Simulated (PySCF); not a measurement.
Task: Write Cartesian coordinates for `C[n+]1ccccc1` as optimised with BHandHLYP/def2-SVP. (Charge +1.)

Result: 
```xyz
15
C6H8N angstrom
C      2.028   -0.233    0.009
N      0.570   -0.045    0.076
C     -0.226   -1.126    0.109
C     -1.592   -0.996    0.199
C     -2.147    0.277    0.254
C     -1.309    1.383    0.219
C      0.052    1.191    0.128
H      2.393   -0.577    0.977
H      2.259   -0.970   -0.759
H      2.499    0.713   -0.246
H      0.266   -2.091    0.062
H     -2.210   -1.885    0.222
H     -3.221    0.405    0.323
H     -1.700    2.393    0.258
H      0.754    2.016    0.096
```

Any rigid rotation of these coordinates is as good. Atoms count from 1 in this order. Of the pairs four or more bonds apart, H10···H15 is among the closest relative to their van der Waals radii: 2.21 Å, 92 % of the sum of Bondi's values. The 7 heavy atoms lie in one plane (0.007 Å rms). C5 (aromatic CH carbon) is planar (angles 120.4°, 120.4° and 119.2°, sum 360.0°, 0.00 Å off the plane of its three neighbours). N2 (pyridinium-type nitrogen) is planar (angles 120.8°, 120.2° and 119.0°, sum 360.0°, 0.01 Å off the plane of its three neighbours).

Bonds between heavy atoms (Å): C1–N2 1.471, N2–C3 1.343, C3–C4 1.376, C4–C5 1.390, C5–C6 1.388, C6–C7 1.378, N2–C7 1.341.

Computed with BHandHLYP/def2-SVP geometry optimisation, gas phase (PySCF).

BHandHLYP/def2-SVP frequencies: not computed here. Geometry: BHandHLYP/def2-SVP; no solvent, vibrations or thermal averaging.
